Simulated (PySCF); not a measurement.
Isomers of C6H10FN, one GFN2-xTB conformer each. Single-point energies are computed at PBE0/pcSseg-1 (PySCF, gas phase, no added dispersion term), electronic only.

```
                 SMILES  GFN2-xTB relative energy (kcal/mol)
        C/C=N/C=C(/F)CC                                 21.8
      C=CC[C@@H](F)CN=C                                 39.9
         C=C/N=C(\C)CCF                                 25.4
[H]/N=C1\CC[C@](C)(F)C1                                  0.0
 CC[C@@H](F)[C@H](C)C#N                                 17.8
 C=C1C[C@@H](N)C[C@H]1F                                 14.7
[H]/N=C\CC(=C)[C@H](C)F                                 35.8
```

Conformers: `[CH3:1]/[CH:2]=[N:3]/[CH:4]=[C:5](/[F:6])[CH2:7][CH3:8]` with C2–N3–C4–C5 180°, C4–C5–C7–C8 114°; `[CH2:1]=[CH:2][CH2:3][C@@H:4]([F:5])[CH2:6][N:7]=[CH2:8]` with C1–C2–C3–C4 121°, C2–C3–C4–F5 61°, C3–C4–C6–N7 -51°, C4–C6–N7–C8 -116°; `[CH2:1]=[CH:2]/[N:3]=[C:4](\[CH3:5])[CH2:6][CH2:7][F:8]` with C1–C2–N3–C4 -61°, N3–C4–C6–C7 90°, C4–C6–C7–F8 69°; `[H]/[N:7]=[C:6]1\[CH2:5][CH2:4][C@:2]([CH3:1])([F:3])[CH2:8]1` with C1–C2–C4–C5 -159°, C2–C4–C5–C6 31°, C4–C5–C6–N7 162°, C5–C6–C8–C2 -2°; `[CH3:1][CH2:2][C@@H:3]([F:4])[C@H:5]([CH3:6])[C:7]#[N:8]` with C1–C2–C3–F4 65°, C2–C3–C5–C6 180°; `[CH2:1]=[C:2]1[CH2:3][C@@H:4]([NH2:5])[CH2:6][C@H:7]1[F:8]` with C3–C4–N5–H -177° and 63°, C1–C2–C3–C4 -173°, C2–C3–C4–N5 -154°, C3–C4–C6–C7 38°, C4–C6–C7–F8 -154°; `[H]/[N:5]=[CH:4]\[CH2:3][C:2](=[CH2:1])[C@H:6]([CH3:7])[F:8]` with C1–C2–C3–C4 -95°, C2–C3–C4–N5 -135°, C1–C2–C6–C7 97°.

Task: What does PBE0/pcSseg-1 give for the same structures?

Result: 
```json
{"SMILES": "[H]/N=C1\\CC[C@](C)(F)C1", "PBE0/pcSseg-1 E (Eh)": "-388.76633", "PBE0/pcSseg-1 (kcal/mol)": "0.0", "GFN2-xTB (kcal/mol)": "0.0", "point group": "C1"}
{"SMILES": "CC[C@@H](F)[C@H](C)C#N", "PBE0/pcSseg-1 E (Eh)": "-388.75630", "PBE0/pcSseg-1 (kcal/mol)": "6.3", "GFN2-xTB (kcal/mol)": "17.8", "point group": "C1"}
{"SMILES": "C=C1C[C@@H](N)C[C@H]1F", "PBE0/pcSseg-1 E (Eh)": "-388.74194", "PBE0/pcSseg-1 (kcal/mol)": "15.3", "GFN2-xTB (kcal/mol)": "14.7", "point group": "C1"}
{"SMILES": "C/C=N/C=C(/F)CC", "PBE0/pcSseg-1 E (Eh)": "-388.73439", "PBE0/pcSseg-1 (kcal/mol)": "20.0", "GFN2-xTB (kcal/mol)": "21.8", "point group": "C1"}
{"SMILES": "C=C/N=C(\\C)CCF", "PBE0/pcSseg-1 E (Eh)": "-388.72180", "PBE0/pcSseg-1 (kcal/mol)": "27.9", "GFN2-xTB (kcal/mol)": "25.4", "point group": "C1"}
{"SMILES": "[H]/N=C\\CC(=C)[C@H](C)F", "PBE0/pcSseg-1 E (Eh)": "-388.71979", "PBE0/pcSseg-1 (kcal/mol)": "29.2", "GFN2-xTB (kcal/mol)": "35.8", "point group": "C1"}
{"SMILES": "C=CC[C@@H](F)CN=C", "PBE0/pcSseg-1 E (Eh)": "-388.70899", "PBE0/pcSseg-1 (kcal/mol)": "36.0", "GFN2-xTB (kcal/mol)": "39.9", "point group": "C1"}
```

Both levels put the same isomer lowest; measured from each level's own lowest isomer, the values differ by up to 11.5 kcal/mol (CC[C@@H](F)[C@H](C)C#N: 17.8 against 6.3). As drawn, the lowest has an N–H bond, which the highest lacks; the highest has a C=C bond outside aromatic rings, which the lowest lacks. Neighbours under 2.5 kcal/mol apart (C=C/N=C(\C)CCF and [H]/N=C\CC(=C)[C@H](C)F) can change places with a better method, another conformer or zero-point energy.

Task: Which frontier levels, dipoles and rotational constants go with these structures?

Result: 
```
                 SMILES  HOMO (eV, PBE0/pcSseg-1)  LUMO (eV)  dipole (D)       A, B, C (MHz)
[H]/N=C1\CC[C@](C)(F)C1                     -7.18      -0.06        2.51    3715, 1538, 1407
 CC[C@@H](F)[C@H](C)C#N                     -9.21       0.65        2.22    2746, 1492, 1029
 C=C1C[C@@H](N)C[C@H]1F                     -6.88      -0.13        1.39    3391, 1605, 1167
        C/C=N/C=C(/F)CC                     -6.59      -0.73        1.67  3965, 958.2, 809.1
         C=C/N=C(\C)CCF                     -6.40      -0.49        0.88   4718, 1024, 952.4
[H]/N=C\CC(=C)[C@H](C)F                     -7.33      -0.52        1.32    3319, 1316, 1065
      C=CC[C@@H](F)CN=C                     -7.23      -0.36        1.66   4664, 1015, 950.3
```
